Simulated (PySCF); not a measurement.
**Computed properties of B(Cl)(GeH3)(OH) (BClGeH4O), SMILES O[B](Cl)[GeH3]**

BClGeH4O, SMILES [B](O)([GeH3])Cl. Geometry: B3LYP-D3(BJ)/def2-SVP. This is a generated structure with no PubChem entry under its InChIKey; it may be hypothetical. One conformer was computed; it need not be the lowest. All values are computed for the isolated molecule unless a solvent is named; none is compared with measurement here.

**Structure.** The optimised structure has Cs symmetry. All 18 harmonic modes at B3LYP-D3(BJ)/def2-SVP (PySCF) are real, so it is a minimum. With heavy atoms numbered as in [B:1]([Cl:2])([GeH3:3])[OH:7], the shortest bond between them is B1–O7 at 1.342 Å and the longest B1–Ge3 at 2.076 Å.

**Vibrations.** The strongest infrared lines (harmonic, unscaled, degenerate partners summed) lie at 795 cm⁻¹ (253 km/mol, H 49 %, B 42 %), 1104 cm⁻¹ (246 km/mol, H 59 %, B 27 %, O 13 %), 1381 cm⁻¹ (204 km/mol, B 66 %, O 32 %). The softest mode is at 52 cm⁻¹ and the zero-point energy is 27.2 kcal/mol.

**Electronic structure.** B3LYP/def2-TZVP (PySCF) places the frontier levels at -8.14 and -1.19 eV, a gap of 6.95 eV, and gives a dipole moment of 1.50 D and a mean polarisability of 62.6 bohr³. PBE/def2-TZVP (PySCF) at the same geometry gives -7.12 and -1.93 eV, so its gap is 1.76 eV narrower. An orbital gap is neither the optical nor the fundamental gap.

**Excitations.** TDDFT-CAM-B3LYP/def2-SVPD (PySCF) has S1 at 6.00 eV (207 nm, f = 0.011, weak); the most intense of the 10 singlets computed lies at 7.44 eV (f = 0.13). T1 (TDA) is at 5.11 eV. TDDFT-PBE/def2-SVPD (PySCF) puts S1 at 5.47 eV. No vertical singlet excitation falls in the visible range (under 3.1 eV).

**NMR.** GIAO shifts at B3LYP/pcSseg-1 (PySCF) (non-relativistic, atoms alike by connectivity averaged): ¹H from 3.9 to 6.5 ppm against TMS; ¹¹B at 39.1 ppm against BF3. Without spin–orbit terms, shifts of atoms bonded to Cl or Br come out too high.
